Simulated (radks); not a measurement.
Results of a calculation; reference values are marked as such.
Q: Ionisation of the zinc ion Zn+, [Ar] 3d10 4s1, to Zn2+, [Ar] 3d10, under several functionals. Scalar-relativistic Kohn-Sham, spin-polarised, spherical densities, point nucleus; open shells are filled with parallel spins first; a radial shooting solver on a logarithmic mesh with Libxc functionals. The NIST Atomic Spectra Database gives 17.964 eV (measured). Rank these functionals by the error of their Delta-SCF ionisation energy: XLYP; revPBE; LDA (Slater exchange, VWN5 correlation); SOGGA; OLYP; PW91; LDA (Slater exchange, Perdew-Wang correlation); AM05.

A: From best to worst: OLYP 18.339 eV (+0.375); SOGGA 18.562 eV (+0.597); revPBE 18.581 eV (+0.617); AM05 18.643 eV (+0.679); PW91 18.819 eV (+0.855); XLYP 18.930 eV (+0.965); LDA (Slater exchange, Perdew-Wang correlation) 19.029 eV (+1.065); LDA (Slater exchange, VWN5 correlation) 19.035 eV (+1.071).
